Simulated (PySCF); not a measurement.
## Nuclear quadrupole coupling in `FCSCS[SiH3]`

Compound: C2H7FS2Si.
Atom-mapped SMILES: `[F:1][CH2:2][S:3][CH2:4][S:5][SiH3:6]` (hydrogens: H7, H8 on C2; H9, H10 on C4; H11, H12, H13 on Si6)

Cartesian coordinates in Å at the GFN2-xTB level; atoms count from 1:
```xyz
13
C2H7FS2Si angstrom
F     -3.1488   -0.7307   -0.1416
C     -2.2427    0.1957   -0.5564
S     -1.1480    0.7072    0.7916
C     -0.0935   -0.7749    0.8391
S      0.9373   -0.9996   -0.6413
Si     2.3820    0.5719   -0.3567
H     -1.6377   -0.2526   -1.3504
H     -2.7872    1.0771   -0.8998
H     -0.7353   -1.6491    0.9198
H      0.5348   -0.6820    1.7205
H      1.6652    1.8391   -0.3705
H      3.2628    0.3782   -1.4926
H      3.0067    0.3201    0.9367
```

Field gradients from the PBE0/pcSseg-1 density (PySCF, non-relativistic), principal values in atomic units, ordered |Vxx| ≤ |Vyy| ≤ |Vzz|:

```csv
atom,Vxx,Vyy,Vzz
S3,0.5324,2.3483,-2.8807
S5,0.0922,2.1745,-2.2668
```

Question: Find the asymmetry η = (Vxx − Vyy)/Vzz and the couplings χ = eQV/h (234.96 MHz × Q in barn × V in au), with Q(33S) = −0.0678 b.

Answer: 
```json
{"atom": "S3", "environment": "sulfide sulfur", "nucleus": "33S", "η": "0.63", "χzz (MHz)": "45.89", "χxx (MHz)": "-8.48", "χyy (MHz)": "-37.41"}
{"atom": "S5", "environment": "sulfur bonded to C and Si", "nucleus": "33S", "η": "0.92", "χzz (MHz)": "36.11", "χxx (MHz)": "-1.47", "χyy (MHz)": "-34.64"}
```

At S5 η is above 0.9: Vyy and Vzz are nearly equal in size and opposite in sign, so a small change could swap them and flip the sign of χzz. 

Question: What is Vzz at S3 in SI units (1 au = 9.71736 × 10²¹ V/m²)?

Answer: -2.8807 au = -27.993 × 10²¹ V/m².

Question: And the gradient at the other heavy atoms, for which no coupling is worked out here?

Answer: 
```csv
atom,environment,Vzz (au),η
F1,alkyl fluorine,3.074,0.08
C2,sp3 C–F carbon,0.456,0.80
C4,sp3 carbon bound to sulfur,0.278,0.94
Si6,SiH3 silicon,0.621,0.09
```

Question: What couplings would deuterons (Q(2H) = 0.00286 b) have in place of the hydrogens, at this geometry?

Answer: 
| atom | bonded to | bond length (Å) | Vzz (au) | η | χzz (kHz) |
| --- | --- | --- | --- | --- | --- |
| H7 | C2 | 1.094 | 0.2796 | 0.05 | 188 |
| H8 | C2 | 1.091 | 0.2937 | 0.06 | 197 |
| H9 | C4 | 1.087 | 0.3050 | 0.02 | 205 |
| H10 | C4 | 1.086 | 0.3095 | 0.02 | 208 |
| H11 | Si6 | 1.456 | 0.1658 | 0.01 | 111 |
| H12 | Si6 | 1.450 | 0.1708 | 0.02 | 115 |
| H13 | Si6 | 1.458 | 0.1647 | 0.03 | 111 |

One conformer (not necessarily the lowest) at the GFN2-xTB geometry, without solvent, vibrations or thermal averaging. GFN2-xTB bond lengths can be off by several hundredths of an ångström, more for odd bonds, and the gradients follow them. With so small a basis the couplings can be 20 % off.
